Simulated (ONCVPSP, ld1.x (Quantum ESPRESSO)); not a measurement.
## Potentials for aluminium (Al) compared

Generated with ld1.x 7.5 (TM, RRKJ, ultrasoft, PAW), atompaw 4.2 or ONCVPSP 4.0.1. The cutoff is in Ry: for ld1.x and atompaw files where the sum of valence levels is converged to 10 mRy in a Bessel basis, for ONCV files where the hardest occupied wave has 1 mHa per electron of residual kinetic energy. The error is the largest all-electron minus pseudo excitation energy over each file’s own four to seven test configurations (ionisations up to +4, promotions, holes and added fractions of an electron), all of which were solved. The labels leave out finer settings (local radius, basis sizes, second energies), which also bear on the numbers. Spin-polarised tests are not counted. The rows are a selection from randomly drawn settings: files with unsolved tests, undetermined cutoffs or missed reference levels are left out.

A true bound ghost makes a file unfit for plane-wave use even where its test errors are small: the radial tests pick states by their node count and pass the ghost by.

| potential | cutoff (Ry) | largest error (meV) | bound ghosts |
| --- | --- | --- | --- |
| ONCV, LDA (Perdew-Zunger), scalar-relativistic, rc 1.00/0.95/0.95 (spd), local smoothed, core correction yes, reference 2s2 2p6 3s2, qcut 14.8/16/9, projectors 3/2/2 | 185 | -2.5 | none |
| ONCV, LDA (Perdew-Zunger), scalar-relativistic, rc 1.55/2.90/2.95 (spd), local s, core correction no, reference 3s2 3p1, qcut 3.3/3.4/2.8, projectors 0/3/1 | 11 | +84 | none |
| ONCV, BLYP, scalar-relativistic, rc 0.85/0.95/0.90 (spd), local smoothed, core correction yes, reference 2s2 2p6 3s1, qcut 16.9/17.5/11.2, projectors 2/1/2 | 217 | -44 | none |
| TM, PBE, non-relativistic, rc 1.45/1.85 (sp), local s, core correction no, reference 3s2 3p1 | 35 | +65 | none |

Task: Fill in the row for Al: ONCV, LDA (Perdew-Zunger), scalar-relativistic, rc 0.40/0.80/0.70 (spd), local smoothed, core correction no, reference 2s2 2p6 3s1.5, qcut 33/17.9/15.9, projectors 2/2/2.

Result: cutoff 748 Ry, largest error +0.2 meV, bound ghosts: s.

Task: Fill in the row for Al: ONCV, PBE, scalar-relativistic, rc 1.15/1.25 (sp), local smoothed, core correction yes, reference 2s2 2p6 3s1.5 3p1.5, qcut 13.6/10.2, projectors 2/2.

Result: cutoff 92 Ry, largest error +912 meV, bound ghosts: none.

Task: Fill in the row for Al: ONCV, PBE, non-relativistic, rc 1.95/2.15 (sp), local smoothed, core correction yes, reference 3s2 3p0.5, qcut 4/3.3, projectors 1/1.

Result: cutoff 11 Ry, largest error -19 meV, bound ghosts: none.
